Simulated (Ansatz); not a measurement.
System: LaO, charge 0, doublet. LaO (SMILES [O]=[La], doublet).
B3LYP-D3(BJ)/def2-TZVP minimum from Ansatz (a quantum-chemistry and plane-wave program):
```
La
O 1 1.9220
```
Charge 0, spin multiplicity 2.

Total energies in def2-SVP, 9 correlated electrons, 5 frozen orbitals. Open shells are spin-unrestricted; no spin-orbit coupling. Cores are frozen in correlated methods (noble-gas shells, and filled d and f shells in the p block). Past Kr the def2 sets carry scalar-relativistic core potentials.

| method | program | energy (Eh) | minus CCSDTQ (mEh) |
|---|---|---|---|
| HF | Ansatz | -105.94315 | 255.24 |
| MP2 | Ansatz | -106.20262 | -4.23 |
| CCSD | Ansatz | -106.18482 | 13.57 |
| CCSD(T) | Ansatz | -106.19725 | 1.14 |
| CCSDT(Q) | Ansatz | -106.19868 | -0.28 |
| CCSDTQ | Ansatz | -106.19839 | 0.00 |

Rough core times of Ansatz's runs on a shared machine: CCSD(T) 40 s, CCSDT(Q) 2 min, CCSDTQ 40 min.
